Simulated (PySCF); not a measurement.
Job for PySCF: R-MP2/6-31G* on SO2 (SMILES O=S=O) with ghost functions, monomers drawn apart or pushed together.

```python
from pyscf import gto, scf, dft, mp
from pyscf.data.elements import chemcore

mol = gto.M(
    atom='''
    O     0.19462302    1.15513662    4.84887980
    S     0.43612439   -0.25748708    4.72665164
    O    -0.68283190   -1.15972830    4.77845419
    ghost-C   -0.00756715    0.05997987   -0.05705564
    ghost-H   -0.09634303    1.05433247    0.37836588
    ghost-H   -0.78962454   -0.58605539    0.33942521
    ghost-H   -0.11048423    0.12919195   -1.13877248
    ghost-H    0.97087872   -0.35944156    0.17915124
    ''',
    basis='6-31g*',
    cart=True,
    charge=0, spin=0, verbose=3, max_memory=1800)
mf = scf.RHF(mol)
mf.conv_tol = 1e-8
mf.max_cycle = 100
mf.kernel()
if not mf.converged:
    mf = mf.newton().run(mf.mo_coeff, mf.mo_occ)
pt = mp.MP2(mf, frozen=chemcore(mol)).run()
```

It printed:

```
converged SCF energy = -547.167251867494
E(RMP2) = -547.678942444794  E_corr = -0.511690577300004
E(SCS-RMP2) = -547.656060146235  E_corr = -0.488808278740128
```

The run converged.

Cost: about 0.8 core-seconds (a rough figure).
